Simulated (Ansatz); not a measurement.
CdCl₄. The state is a singlet with charge 0. Geometry PBE0-D4/def2-SVP.

```csv
atom,x (Å),y (Å),z (Å)
Cd1,0.873,0.767,-0.318
Cl2,1.991,-0.803,-1.542
Cl3,-0.862,-1.498,1.330
Cl4,-0.067,2.495,0.841
Cl5,-1.934,-0.961,-0.311
```

In the def2 sets Cd takes a core potential; there is no spin–orbit coupling. LC-ωPBE has ω = 0.4 bohr⁻¹. In the singlet, Cl3 and Cl5 lie 2.03 Å apart (atoms count from 1), so these atoms are partly bonded to each other. Another isomer (singlet) lies 0.13 eV lower at PBE-D4/def2-SVP; other spin states weren't run for this one.

Question: Estimate the orbital energies around the gap (eV) in Ansatz with PBE-D4/def2-SVP, r2SCAN-D4/def2-TZVP, PBE0-D4/def2-SVP, PBE0-D4/def2-TZVP, LC-ωPBE/def2-TZVP.

Answer: 
```csv
orbital,PBE-D4/def2-SVP,r2SCAN-D4/def2-TZVP,PBE0-D4/def2-SVP,PBE0-D4/def2-TZVP,LC-ωPBE/def2-TZVP
HOMO−5,-8.05,-8.57,-9.62,-9.66,-12.54
HOMO−4,-7.83,-8.37,-9.42,-9.47,-12.35
HOMO−3,-7.38,-7.99,-8.81,-9.03,-11.89
HOMO−2,-7.37,-7.99,-8.80,-9.03,-11.89
HOMO−1,-6.99,-7.65,-8.42,-8.68,-11.49
HOMO,-6.99,-7.64,-8.41,-8.68,-11.49
LUMO,-5.10,-5.17,-4.13,-4.15,-1.71
LUMO+1,-2.63,-2.68,-1.78,-1.99,0.25
LUMO+2,-0.88,-0.82,-0.23,-0.42,1.46
LUMO+3,-0.50,-0.53,0.19,-0.12,1.83
LUMO+4,1.64,2.00,2.35,2.07,4.08
LUMO+5,2.31,2.44,3.09,2.70,4.70
```
